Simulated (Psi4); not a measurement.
C$_{3}$H$_{6}$BFO, singlet, at the geometry of the source list; Psi4 1.11 with MP2/STO-3G.

Here is a job for Psi4.
```
memory 2 GB

molecule mol {
0 1
F     1.920800    0.299300   -1.165800
C     1.788500   -0.084100    0.162100
B     0.259600   -0.280800    0.554100
C    -1.062300   -0.795500   -0.134300
C    -1.229200    0.713200   -0.195200
O    -0.687500    0.703400    1.101800
H     2.249100    0.665800    0.849100
H     2.310000   -1.042400    0.381500
H    -0.972500   -1.311900   -1.088200
H    -1.791900   -1.189600    0.601800
H    -0.514400    1.245300   -0.849400
H    -2.270200    1.077300   -0.217500
}

set {
  basis sto-3g
  reference rhf
}

energy('mp2')
print_variables()
```

Problem. What does Psi4 print? Leave out banner, timings and long lists.

Solution. 
```
    SCF Algorithm Type (re)set to DF.

   => Loading Basis Set <=

    Name: STO-3G
    Role: ORBITAL
    Keyword: BASIS

         ---------------------------------------------------------
                                   SCF
               by Justin Turney, Rob Parrish, Andy Simmonett
                          and Daniel G. A. Smith
                              RHF Reference
         ---------------------------------------------------------

  ==> Geometry <==

    Molecular point group: c1
    Full point group: C1

    Geometry (in Angstrom), charge = 0, multiplicity = 1:

       Center              X                  Y                   Z               Mass
    ------------   -----------------  -----------------  -----------------  -----------------
         F            1.678663691346     0.171088302523    -1.157180872292    18.998403162730
         C            1.546363691346    -0.212311697477     0.170719127708    12.000000000000
         B            0.017463691346    -0.409011697477     0.562719127708    11.009305360000
         C           -1.304436308654    -0.923711697477    -0.125680872292    12.000000000000
         C           -1.471336308654     0.584988302523    -0.186580872292    12.000000000000
         O           -0.929636308654     0.575188302523     1.110419127708    15.994914619570
         H            2.006963691346     0.537588302523     0.857719127708     1.007825032230
         H            2.067863691346    -1.170611697477     0.390119127708     1.007825032230
         H           -1.214636308654    -1.440111697477    -1.079580872292     1.007825032230
         H           -2.034036308654    -1.317811697477     0.610419127708     1.007825032230
         H           -0.756536308654     1.117088302523    -0.840780872292     1.007825032230
         H           -2.512336308654     0.949088302523    -0.208880872292     1.007825032230

  Running in c1 symmetry.

  Rotational constants: A =      0.24305  B =      0.08151  C =      0.07777 [cm^-1]
  Rotational constants: A =   7286.31763  B =   2443.47738  C =   2331.41500 [MHz]
  Nuclear repulsion =  225.765923156058591

  Charge       = 0
  Multiplicity = 1
  Electrons    = 46
  Nalpha       = 23
  Nbeta        = 23

  ==> Algorithm <==

  SCF Algorithm Type is DF.
  DIIS enabled.
  MOM disabled.
  Fractional occupation disabled.
  Guess Type is SAD.
  Energy threshold   = 1.00e-08
  Density threshold  = 1.00e-08
  Integral threshold = 1.00e-12

  ==> Primary Basis <==

  Basis Set: STO-3G
    Blend: STO-3G
    Number of shells: 24
    Number of basis functions: 36
    Number of Cartesian functions: 36
    Spherical Harmonics?: true
    Max angular momentum: 1

   => Loading Basis Set <=

    Name: (STO-3G AUX)
    Role: JKFIT
    Keyword: DF_BASIS_SCF

  ==> Integral Setup <==

  SCF_SUBTYPE=INCORE selected. In-core MEM_DF algorithm will be used.
  Using in-core AOs.

  ==> MemDFJK: Density-Fitted J/K Matrices <==

    J tasked:                   Yes
    K tasked:                   Yes
    wK tasked:                   No
    Algorithm:                 Core
    Schwarz Cutoff:           1E-12
    Mask sparsity (%):       1.2346
    Fitting Condition:        1E-10

   => Auxiliary Basis Set <=

  Basis Set: (STO-3G AUX)
    Blend: DEF2-UNIVERSAL-JKFIT
    Number of shells: 186
    Number of basis functions: 562
    Number of Cartesian functions: 662
    Spherical Harmonics?: true
    Max angular momentum: 4

  Minimum eigenvalue in the overlap matrix is 2.0572082928E-01.
  Reciprocal condition number of the overlap matrix is 7.7117078653E-02.
    Using symmetric orthogonalization.

  ==> Pre-Iterations <==

  SCF Guess: Superposition of Atomic Densities via on-the-fly atomic UHF (no occupation information).

   -------------------------
    Irrep   Nso     Nmo
   -------------------------
     A         36      36
   -------------------------
    Total      36      36
   -------------------------

  ==> Iterations <==

[...]
  Energy and wave function converged.

  ==> Post-Iterations <==

    Orbital Energies [Eh]
    ---------------------

    Doubly Occupied:

[...]
    Virtual:

[...]
      36A      0.950354

    Final Occupation by Irrep:
              A
    DOCC [    23 ]
    NA   [    23 ]
    NB   [    23 ]

  @DF-RHF Final Energy:  -311.91090537769617

   => Energetics <=

    Nuclear Repulsion Energy =            225.7659231560585908
    One-Electron Energy =                -879.0584608270743274
    Two-Electron Energy =                 341.3816322933195124
    Total Energy =                       -311.9109053776961673

Computation Completed

Properties will be evaluated at   0.000000,   0.000000,   0.000000 [a0]

Properties computed using the SCF density matrix

 Multipole Moments:

 ------------------------------------------------------------------------------------
     Multipole            Electronic (a.u.)      Nuclear  (a.u.)        Total (a.u.)
 ------------------------------------------------------------------------------------

 L = 1.  Multiply by 2.5417464519 to convert [e a0] to [Debye]
 Dipole X            :          4.0619722           -3.8946692            0.1673029
 Dipole Y            :          0.5868086           -1.0105085           -0.4236999
 Dipole Z            :         -0.1804202            0.3062866            0.1258664
 Magnitude           :                                                    0.4726037

 ------------------------------------------------------------------------------------

  //>>>>>>>>>>>>>>>>>>>>>>>>>>>>>>>>>>>//
  //               DFMP2               //
  //<<<<<<<<<<<<<<<<<<<<<<<<<<<<<<<<<<<//

   => Loading Basis Set <=

    Name: (STO-3G AUX)
    Role: RIFIT
    Keyword: DF_BASIS_MP2

	 --------------------------------------------------------
	                          DF-MP2
	      2nd-Order Density-Fitted Moller-Plesset Theory

	        Rob Parrish, Justin Turney, Andy Simmonett,
	           Ed Hohenstein, and C. David Sherrill
	 --------------------------------------------------------

   => Auxiliary Basis Set <=

  Basis Set: (STO-3G AUX)
    Blend: DEF2-SVP-RI
    Number of shells: 132
    Number of basis functions: 372
    Number of Cartesian functions: 420
    Spherical Harmonics?: true
    Max angular momentum: 3

	 --------------------------------------------------------
	                 NBF =    36, NAUX =   372
	 --------------------------------------------------------
	   CLASS    FOCC     OCC    AOCC    AVIR     VIR    FVIR
	   PAIRS       0      23      23      13      13       0
	 --------------------------------------------------------

	-----------------------------------------------------------
	 ==================> DF-MP2 Energies <====================
	-----------------------------------------------------------
	 Reference Energy          =    -311.9109053776961673 [Eh]
	 Singles Energy            =      -0.0000000000000000 [Eh]
	 Same-Spin Energy          =      -0.0355506855597672 [Eh]
	 Opposite-Spin Energy      =      -0.2123670228944834 [Eh]
	 Correlation Energy        =      -0.2479177084542507 [Eh]
	 Total Energy              =    -312.1588230861503916 [Eh]
	-----------------------------------------------------------
	 ================> DF-SCS-MP2 Energies <==================
	-----------------------------------------------------------
	 SCS Same-Spin Scale       =       0.3333333333333333 [-]
	 SCS Opposite-Spin Scale   =       1.2000000000000000 [-]
	 SCS Same-Spin Energy      =      -0.0118502285199224 [Eh]
	 SCS Opposite-Spin Energy  =      -0.2548404274733801 [Eh]
	 SCS Correlation Energy    =      -0.2666906559933026 [Eh]
	 SCS Total Energy          =    -312.1775960336894968 [Eh]
	-----------------------------------------------------------

  Variable Map:
  ----------------------------------------------------------------------------
[...]
  Array Variable Map:
  ----------------------------------------------------------------------------
[...]
[...]
```
